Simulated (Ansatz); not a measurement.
Reaction (ligand exchange at the Si–O bond): `C[SiH](O)O[SiH2]O` + `[CH3][AlH][OH]` → `[CH3][AlH][O][SiH2]O` + `C[SiH](O)O`

Program: Ansatz. Geometries: PBE0-D4/def2-TZVP. ΔE: electronic, gas phase. CBS: MP2 limit from def2 TZ/QZ plus the TZ coupled-cluster correction, frozen cores. Functionals use def2-TZVPP. B3LYP here is the variant with VWN-RPA as its local correlation; programs differ in this. One conformer a species, not always the lowest.

`C[SiH](O)O[SiH2]O`:

Cartesian coordinates in Å:
```
C -1.649 -1.264 -1.326
Si -0.398 -0.900 -0.018
O 1.087 -1.231 -0.634
O -0.477 0.686 0.425
Si 0.638 1.838 0.707
O 2.062 1.152 1.190
H -1.458 -0.663 -2.217
H -2.656 -1.041 -0.968
H -1.611 -2.319 -1.609
H -0.642 -1.693 1.217
H 1.839 -0.911 -0.128
H 0.944 2.569 -0.541
H 0.121 2.736 1.768
H 2.201 1.041 2.132
```

`[CH3][AlH][OH]`:

Cartesian coordinates in Å:
```
C -1.059 0.469 -0.514
Al 0.483 -0.060 0.539
O 1.579 -1.153 -0.165
H -1.990 0.154 -0.031
H -1.037 0.035 -1.516
H -1.116 1.557 -0.614
H 0.780 0.461 2.010
H 2.360 -1.463 0.292
```

`[CH3][AlH][O][SiH2]O`:

Cartesian coordinates in Å:
```
C -0.440 -0.373 2.556
Al -0.468 -0.947 0.702
O -0.055 0.144 -0.519
Si 0.479 1.022 -1.766
O 1.215 0.109 -2.917
H 0.092 0.571 2.691
H -1.461 -0.234 2.929
H 0.025 -1.126 3.199
H -0.893 -2.400 0.236
H 1.527 1.967 -1.317
H -0.687 1.738 -2.350
H 0.665 -0.472 -3.444
```

`C[SiH](O)O`:

Z-matrix (Å, degrees):
```
C
Si 1 1.852
H 1 1.093 2 111.0
H 1 1.093 2 110.6 3 119.4
H 1 1.092 2 110.8 3 -120.4
O 2 1.647 1 105.2 3 -58.4
O 2 1.646 1 112.8 3 64.2
H 2 1.484 1 113.0 3 -179.4
H 6 0.958 2 117.2 1 -175.7
H 7 0.958 2 117.6 1 -54.3
```

```tsv
level	ΔE (kJ/mol)	difference from CCSD(T)/CBS
PBE-D4	-0.9	1.5
r2SCAN-D4	-1.5	0.9
B3LYP-D4	-1.4	1.0
PBE0	-5.1	-2.7
B3LYP	-6.9	-4.5
MP2/def2-TZVPP	-2.6	-0.2
CCSD/def2-TZVPP	-4.0	-1.6
HF/def2-QZVPP	-10.7	-8.3
SCS-MP2/def2-QZVPP	-4.1	-1.7
HF/CBS(def2)	-10.8	-8.4
CCSD(T)/CBS	-2.4	0
```

Largest T1 diagnostic among the species: 0.012.

The D4 term adds +5.6 kJ/mol with B3LYP and +3.1 kJ/mol with PBE0; it sums over pairs of atoms, weighted by their polarisabilities, and B3LYP, whose exchange is more repulsive, gets the larger term. In def2-TZVPP, CCSD(T) changes the Hartree–Fock value by +7.7 kJ/mol (the triples alone add +1.3 kJ/mol) and MP2 by +7.7 kJ/mol.
